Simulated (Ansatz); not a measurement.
Reaction (cleavage of the B–Si bond): `OB(F)[SiH2][SiH3]` + `[NH2][GeH3]` → `OB(F)[NH][GeH3]` + `[SiH3][SiH3]`

Calculated with Ansatz (gas phase, PBE0-D4/def2-TZVP geometries, no zero-point term in ΔE). CCSD(T)/CBS adds triple-zeta CCSD(T) − MP2 to the extrapolated MP2 energy (def2 sets, frozen cores). DFT in def2-TZVPP. B3LYP here is the variant with VWN-RPA as its local correlation; programs differ in this. For Ge outer-core shells are correlated without core-valence functions, which leaves a few kJ/mol of doubt a bond. Scalar relativity is left out up to krypton. One conformer a species, not always the lowest.

```json
{"level": "B3LYP-D4", "ΔE (kJ/mol)": "-129.7"}
{"level": "ωB97M-V", "ΔE (kJ/mol)": "-132.0"}
{"level": "SCS-MP2/def2-TZVPP", "ΔE (kJ/mol)": "-136.3"}
{"level": "CCSD/def2-TZVPP", "ΔE (kJ/mol)": "-134.9"}
```

(1) What does CCSD(T)/CBS give? (An estimate is asked.)

Largest T1 diagnostic among the species: 0.014.

## Answers

(1) The calculation gave: -129.6 kJ/mol. The listed levels differ from it by -0.1, -2.4, -6.7, -5.3 kJ/mol.

From PBE to PBE0 (25 % exact exchange), in def2-TZVPP and without D4, ΔE moves by −9.7 kJ/mol. In def2-TZVPP, CCSD(T) changes the Hartree–Fock value by +18.6 kJ/mol (the triples alone add +3.4 kJ/mol) and MP2 by +15.0 kJ/mol.
